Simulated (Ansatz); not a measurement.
Gas-phase electronic energies from Ansatz, PBE0-D4/def2-TZVP geometries. CCSD(T)/CBS is the MP2 limit (def2-TZVPP, def2-QZVPP) plus CCSD(T) − MP2 in def2-TZVPP, frozen cores. Functionals use def2-TZVPP. B3LYP here is the variant with VWN-RPA as its local correlation; programs differ in this. Each species was taken in one conformer, which may not be the lowest.

Reaction (cleavage of the Al–Si bond): `O[SiH](O)[AlH2]` + `C=C[SiH2]S` → `C=C[SiH2][S][AlH2]` + `O[SiH2]O`

| level | ΔE (kJ/mol) | difference from CCSD(T)/CBS |
| --- | --- | --- |
| PBE-D4 | -136.5 | 19.1 |
| r2SCAN-D4 | -152.8 | 2.8 |
| PBE0-D4 | -145.2 | 10.4 |
| B3LYP-D4 | -149.1 | 6.5 |
| ωB97X-V | -149.6 | 6.0 |
| ωB97M-V | -157.7 | -2.1 |
| B2PLYP | -151.7 | 3.9 |
| PBE | -132.2 | 23.4 |
| r2SCAN | -151.7 | 3.9 |
| PBE0 | -141.4 | 14.2 |
| B3LYP | -141.9 | 13.7 |
| HF/def2-TZVPP | -157.3 | -1.7 |
| MP2/def2-TZVPP | -166.7 | -11.1 |
| SCS-MP2/def2-TZVPP | -161.1 | -5.5 |
| CCSD/def2-TZVPP | -152.6 | 3.0 |
| CCSD(T)/def2-TZVPP | -153.4 | 2.2 |
| HF/def2-QZVPP | -156.9 | -1.3 |
| MP2/def2-QZVPP | -167.8 | -12.2 |
| SCS-MP2/def2-QZVPP | -162.3 | -6.7 |
| HF/CBS(def2) | -156.8 | -1.2 |
| MP2/CBS(def2) | -168.9 | -13.3 |
| CCSD/CBS(def2) | -154.8 | 0.8 |
| CCSD(T)/CBS | -155.6 | 0 |

Largest T1 diagnostic among the species: 0.013.

From PBE to PBE0 (25 % exact exchange), in def2-TZVPP and without D4, ΔE moves by −9.2 kJ/mol. The D4 term adds −7.2 kJ/mol with B3LYP and −3.9 kJ/mol with PBE0; it sums over pairs of atoms, weighted by their polarisabilities, and B3LYP, whose exchange is more repulsive, gets the larger term.
